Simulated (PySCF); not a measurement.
Species: GeI2H2.
Bonds: Ge1–I2, Ge1–I3. Hydrogens: H4, H5 on Ge1.

Method: PySCF, PBE0-D3(BJ)/def2-SVP geometry optimisation, gas phase, def2 core potentials past Kr; density fitting, grid level 1; the optimiser is geomeTRIC in internal coordinates, started from a GFN2-xTB structure with every atom displaced at random (about 0.03 Å).

Step 0: E = -72740.9714 eV
```
atom  x, y, z in Å  |  force x, y, z in eV/Å
Ge1    -0.1201   -0.0751   -0.1152   -1.664   1.058  -0.142
I2     -0.2303   -0.0412    2.3567    0.056  -0.086   0.465
I3      2.0853    0.0129   -1.0427    1.632  -0.078  -0.544
H4     -0.7823    1.2620   -0.6067    0.104  -0.484   0.252
H5     -0.8777   -1.2691   -0.6543   -0.128  -0.410  -0.031
```

Step 1: E = -72741.1001 eV
```
atom  x, y, z in Å  |  force x, y, z in eV/Å
Ge1    -0.1582   -0.0245   -0.1370    0.125  -0.041  -0.059
I2     -0.2332   -0.0566    2.3848    0.080  -0.008  -0.168
I3      2.2091   -0.0152   -1.0706   -0.352  -0.026   0.195
H4     -0.8473    1.2633   -0.5991    0.029   0.073   0.003
H5     -0.8955   -1.2775   -0.6403    0.118   0.002   0.030
```

**Question.** Estimate the geometry and energy of step 2. (The exact step hangs on the optimiser's Hessian estimate; all steps are aligned on step 1, rigid shifts and turns removed.)

**Answer.** E = -72741.1136 eV, largest force 0.104 eV/Å
```
atom  x, y, z in Å  |  force x, y, z in eV/Å
Ge1    -0.1679   -0.0189   -0.1421    0.004  -0.019  -0.078
I2     -0.2123   -0.0600    2.3664    0.035   0.001   0.008
I3      2.1850   -0.0229   -1.0433   -0.083  -0.008   0.062
H4     -0.8491    1.2757   -0.6026    0.009   0.015   0.004
H5     -0.8808   -1.2844   -0.6404    0.036   0.010   0.004
```

The energy changes by -0.0135 eV. The first-order estimate −F·Δx gives -0.0202 eV and the mean of the old and new forces, exact on a quadratic surface, -0.0127 eV. The step makes an angle of 38° with the force vector and moves no atom by more than 0.037 Å.

The cost below is that of the whole optimisation. Time: 34 s wall; peak memory 0.38 GiB. Hardware: one thread of an Arm Neoverse V1, no GPU (shared host).
